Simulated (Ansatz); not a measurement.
CH7Al2N (`C[N]([AlH2])[AlH2]`), relaxed with RKS PBE0-D4/def2-TZVP in Ansatz 0.2.0 from a PBE-D4/def2-SVP geometry. The force threshold is 0.005 eV/Å; the program also tests the step.

Charge 0, multiplicity 1.

Start:

```xyz
11

C    -0.904    1.125    0.145
N     0.011   -0.027    0.037
Al   -0.642   -1.655   -0.442
Al    1.798    0.212    0.273
H    -1.261    1.273    1.189
H    -0.420    2.077   -0.163
H    -1.811    1.000   -0.485
H     0.371   -2.886   -0.490
H    -2.200   -1.749   -0.794
H     2.319    1.703    0.524
H     2.740   -1.074    0.206
```

Question: How much energy does the relaxation release, and in how many steps? (An estimate is asked.)

Answer: Computed: 3.91 kJ/mol, in 5 steps.

Question: Which bonds change most? (An estimate is asked.)

Answer: The calculation gave: N2–Al4 from 1.819 to 1.790 Å; N2–Al3 from 1.818 to 1.790 Å; C1–H5 from 1.113 to 1.095 Å; C1–H6 from 1.112 to 1.095 Å.

Question: Give the relaxed structure. (Estimate.)

Answer: Ansatz gave: 
```xyz
11

C    -0.893    1.112    0.142
N     0.017   -0.034    0.035
Al   -0.640   -1.633   -0.431
Al    1.774    0.213    0.272
H    -1.249    1.250    1.168
H    -0.408    2.047   -0.157
H    -1.778    0.990   -0.490
H     0.353   -2.863   -0.493
H    -2.186   -1.726   -0.773
H     2.286    1.692    0.527
H     2.725   -1.049    0.199
```
